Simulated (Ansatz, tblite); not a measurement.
Spin states of Sn₂₃H₃₂, each relaxed with PBE-D4/def2-SVP in Ansatz. Electronic energies in the gas phase.

In the def2 sets Sn takes a core potential; there is no spin–orbit coupling. The xTB rows come from tblite. Correlated methods freeze 92 core orbitals; core or outer-core shells of Sn are correlated, in sets that lack core-valence functions. The rows differ in basis, and correlated rows in double-zeta sets carry the largest basis error. Single mean-field runs in def2-TZVP are fitted with def2-universal-jkfit.

Singlet geometry:

```xyz
55

Sn    2.694    2.957    3.958
Sn    4.844   -0.743    2.138
Sn   -1.273    4.610    2.018
Sn   -1.412    3.983   -2.767
Sn    1.763    1.636   -0.342
Sn    0.302   -1.275    3.081
Sn   -2.553    1.301    0.508
Sn   -0.546   -2.445   -1.233
Sn    2.575   -4.733    1.294
Sn   -3.807   -0.165   -3.604
Sn   -4.940   -2.597    0.105
Sn    1.474    3.750    1.531
Sn    4.238    0.271   -0.421
Sn    5.102    1.502    3.823
Sn    2.833   -2.514    3.016
Sn    0.996    2.516   -2.919
Sn   -1.275    5.828   -0.623
Sn   -3.445    2.159   -2.038
Sn    1.832   -3.970   -1.312
Sn   -1.438   -1.682   -3.798
Sn   -0.177   -0.239    0.501
Sn   -2.538   -4.049   -0.041
Sn   -5.797   -1.795   -2.449
H     3.001    4.361    4.944
H     1.582    1.976    4.869
H     6.330   -1.656    2.070
H    -1.843    4.617   -4.335
H     0.207   -0.012    4.268
H    -0.929   -2.446    3.451
H    -1.896    2.892    1.228
H    -3.722    1.029    1.771
H     4.045   -5.657    1.241
H     1.329   -5.785    1.897
H    -4.310    0.352   -5.192
H    -4.623   -1.150    1.020
H    -6.188   -3.455    0.955
H     2.516    5.013    0.913
H     5.478    1.399   -0.887
H     4.196   -0.971   -1.637
H     6.367    2.490    3.155
H     5.640    0.994    5.398
H     3.238   -3.105    4.606
H     2.245    3.565   -3.523
H     0.889    1.175   -4.023
H     0.149    6.779   -0.960
H    -2.610    6.920   -0.908
H    -4.997    2.923   -1.807
H     3.095   -3.066   -2.086
H     1.527   -5.378   -2.287
H    -0.197   -0.815   -4.645
H    -1.786   -3.126   -4.705
H    -2.027   -4.536    1.546
H    -2.798   -5.496   -0.967
H    -7.305   -0.939   -2.353
H    -6.057   -3.197   -3.441
```

Triplet geometry:

```xyz
55

Sn   -2.461   -0.589    5.065
Sn    1.118    2.382    4.638
Sn   -4.935   -1.575    1.157
Sn   -4.038    0.537   -2.873
Sn   -1.469    1.480    0.944
Sn    1.586   -1.673    2.444
Sn   -1.574   -2.501   -0.913
Sn    2.298    0.393   -1.511
Sn    4.920    1.419    2.150
Sn   -0.198   -0.807   -5.211
Sn    2.602   -3.875   -3.209
Sn   -3.488    0.399    2.636
Sn   -0.210    3.537    2.435
Sn   -0.865    1.343    6.352
Sn    2.928    0.370    3.847
Sn   -2.831    2.542   -1.295
Sn   -6.089   -0.634   -1.284
Sn   -2.304   -1.604   -3.503
Sn    3.791    2.426   -0.223
Sn    1.198    1.292   -3.951
Sn    0.260   -0.626    0.180
Sn    4.028   -1.790   -1.974
Sn    1.565   -2.961   -5.658
H    -3.773   -1.059    6.104
H    -1.518   -2.011    4.750
H     1.997    3.618    5.502
H    -4.752    1.267   -4.293
H     0.475   -2.510    3.486
H     2.753   -2.844    1.901
H    -3.158   -2.300    0.153
H    -0.935   -4.137   -0.924
H     5.848    2.634    2.976
H     6.019    0.142    1.725
H    -0.856   -0.254   -6.733
H     1.275   -4.322   -2.181
H     3.588   -5.287   -3.446
H    -4.604    1.681    3.047
H    -1.428    4.637    3.014
H     0.876    4.450    1.431
H    -1.904    2.641    6.858
H    -0.153    0.676    7.790
H     3.678   -0.274    5.285
H    -4.078    3.601   -0.699
H    -1.757    3.514   -2.255
H    -7.392    0.473   -0.955
H    -6.792   -1.983   -2.130
H    -3.280   -2.807   -4.312
H     2.773    3.784    0.146
H     5.043    2.997   -1.288
H     0.110    2.607   -3.617
H     2.453    1.918   -4.978
H     4.684   -2.316   -0.453
H     5.374   -1.329   -2.971
H     0.733   -4.238   -6.491
H     2.869   -2.451   -6.687
```

⟨S²⟩: triplet 2.01 at PBE0-D4/def2-TZVP (pure 2.00).

Only these spin states were relaxed. The triplet has other bonds than the singlet, so the gap mixes isomer and spin.

Estimate which spin state lies lowest at each of these levels, and by how much: GFN1-xTB; GFN2-xTB; HF/def2-SVP; PBE-D4/def2-TZVP; BLYP-D4/def2-TZVP; r2SCAN-D4/def2-TZVP; PBE0-D4/def2-TZVP; MP2/def2-SVP.


```
              level  triplet − singlet (kJ/mol)  lowest of these
           GFN1-xTB                       166.4          singlet
           GFN2-xTB                       117.4          singlet
        HF/def2-SVP                        94.3          singlet
   PBE-D4/def2-TZVP                       126.2          singlet
  BLYP-D4/def2-TZVP                       129.5          singlet
r2SCAN-D4/def2-TZVP                       122.2          singlet
  PBE0-D4/def2-TZVP                       131.0          singlet
       MP2/def2-SVP                       138.2          singlet
```

Change of the triplet − singlet gap on mixing in exact exchange, in kJ/mol: PBE to PBE0 (25 % exact exchange) 4.8. The xTB methods have no spin-polarisation term.
